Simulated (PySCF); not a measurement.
## Computed properties of Ge(H)(F)2(OH) (F₂GeH₂O), SMILES [OH][GeH]([F])[F]

Ge(H)(F)2(OH) (F2GeH2O), SMILES [GeH]([F])([F])[OH]. Geometry optimised at B3LYP-D3(BJ)/def2-SVP. Other conformers were not sampled. All values are computed for the isolated molecule unless a solvent is named; none is compared with measurement here.

**Structure.** The optimised structure has Cs symmetry. All 12 harmonic modes at B3LYP-D3(BJ)/def2-SVP (PySCF) are real, so it is a minimum. With heavy atoms numbered as in [GeH:1]([OH:2])([F:3])[F:4], the shortest bond between them is Ge1–F4 at 1.732 Å and the longest Ge1–O2 at 1.752 Å.

**Vibrations.** The strongest infrared lines (harmonic, unscaled, degenerate partners summed) lie at 762 cm⁻¹ (129 km/mol, O 64 %, Ge 23 %, F 12 %), 279 cm⁻¹ (113 km/mol, O 45 %, H 30 %, F 18 %), 904 cm⁻¹ (105 km/mol, H 90 %, O 8 %). The softest mode is at 165 cm⁻¹ and the zero-point energy is 16.6 kcal/mol.

**Electronic structure.** CAM-B3LYP/def2-TZVPD (PySCF) places the frontier levels at -11.67 and 0.10 eV, a gap of 11.77 eV, and gives a dipole moment of 1.31 D and a mean polarisability of 33.1 bohr³.

**Excitations.** TDA-B3LYP/def2-SVPD (PySCF) has S1 at 7.68 eV (161 nm, f = 0.033, weak); the most intense of the 10 singlets computed lies at 9.27 eV (f = 0.16). T1 (TDA) is at 7.15 eV, 0.53 eV under S1. No vertical singlet excitation falls in the visible range (under 3.1 eV).

**NMR.** GIAO shifts at KT2/pcSseg-1 (PySCF) (non-relativistic, atoms alike by connectivity averaged): ¹H from 2.6 to 6.2 ppm against TMS; ¹⁹F at -159.4 ppm against CFCl3.
